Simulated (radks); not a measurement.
Valence configurations of Cr2+ (all share [Ar]). Method: non-relativistic Kohn-Sham, r2SCAN, spin-polarised, spherical densities, point nucleus; open shells are filled with parallel spins first; meta-GGA in the generalised Kohn-Sham scheme; computed with a radial shooting solver on a logarithmic mesh with Libxc functionals. Energies are relative to 3d4; eigenvalues in eV for spin up.

valence          E (eV)  moment (Bohr magnetons)    e(3d)    e(4p)    e(4s)
3d4               0.000                        4  -24.465        -        -
3d3 4p1          13.176                        4  -31.360  -16.225        -
3d1 4s2 4p1      42.439                        2  -44.243  -19.590  -26.347
3d3.5 4p0.5       6.115                        4  -27.880  -14.745        -
3d3 4s1           7.360                        4  -30.298        -  -21.611
3d1.5 4s2 4p0.5  30.764                        2  -40.368  -18.291  -24.809
3d2 4p2          30.557                        4  -38.556  -18.808        -
3d3.5 4s0.5       3.377                        4  -27.348        -  -20.027
3d2.5 4s0.5 4p1  18.277                        4  -34.402  -17.338  -23.408
3d1.5 4s0.5 4p2  37.763                        4  -41.771  -19.760  -26.380

NIST lists [Ar] 3d4 as the ground configuration; this level of theory agrees among the configurations tried. The energies are those of spherical high-spin densities, not of single terms.
